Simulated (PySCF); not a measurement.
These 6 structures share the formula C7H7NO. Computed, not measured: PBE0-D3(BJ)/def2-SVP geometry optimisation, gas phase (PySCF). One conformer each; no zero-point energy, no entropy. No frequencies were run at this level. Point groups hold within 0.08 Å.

**Question.** Rank from lowest to highest electronic energy at this level (kcal/mol).
A. `[CH3:1][C:2](=[O:3])[c:4]1[cH:5][cH:6][cH:7][n:8][cH:9]1` with C1–C2–C4–C5 180° (3-acetylpyridine)
B. `[CH2:1]=[N:2][c:3]1[cH:4][cH:5][c:6]([OH:7])[cH:8][cH:9]1` with C1–N2–C3–C4 -36°, C5–C6–O7–H -179°
C. `[NH2:1][c:2]1[cH:3][cH:4][c:5]([CH:6]=[O:7])[cH:8][cH:9]1` with C4–C5–C6–O7 180° (4-aminobenzaldehyde)
D. `[CH3:1][C:2](=[O:3])[c:4]1[cH:5][cH:6][n:7][cH:8][cH:9]1` with C1–C2–C4–C5 -179°
E. `[CH3:1][C:2](=[O:3])[c:4]1[cH:5][cH:6][cH:7][cH:8][n:9]1` with C1–C2–C4–C5 -179°
F. `[CH3:1][c:2]1[cH:3][cH:4][n:5][cH:6][c:7]1[CH:8]=[O:9]` with C6–C7–C8–O9 0°

**Answer.** C (0.0), E (3.7), A (6.1), D (7.2), F (10.7), B (21.1).

As drawn, the lowest has a C=O bond and an N–H bond, which the highest lacks; the highest has a C=N bond and an O–H bond, which the lowest lacks. Neighbours under 2.5 kcal/mol apart (CC(=O)c1ccccn1 and CC(=O)c1cccnc1; CC(=O)c1cccnc1 and CC(=O)c1ccncc1) can change places with a better method, another conformer or zero-point energy.

| SMILES | E (Eh) | E rel (kcal/mol) | dipole (D) | point group | A, B, C (MHz) |
| --- | --- | --- | --- | --- | --- |
| Nc1ccc(C=O)cc1 | -400.20071 | 0.0 | 5.78 | near Cs | 5060, 998.7, 834.3 |
| CC(=O)c1ccccn1 | -400.19482 | 3.7 | 3.01 | Cs | 3754, 1275, 957.4 |
| CC(=O)c1cccnc1 | -400.19093 | 6.1 | 0.79 | Cs | 3766, 1238, 937.0 |
| CC(=O)c1ccncc1 | -400.18919 | 7.2 | 2.40 | Cs | 3839, 1214, 928.0 |
| Cc1ccncc1C=O | -400.18362 | 10.7 | 4.37 | Cs | 2497, 1600, 981.2 |
| C=Nc1ccc(O)cc1 | -400.16713 | 21.1 | 1.14 | C1 | 5070, 1030, 867.2 |
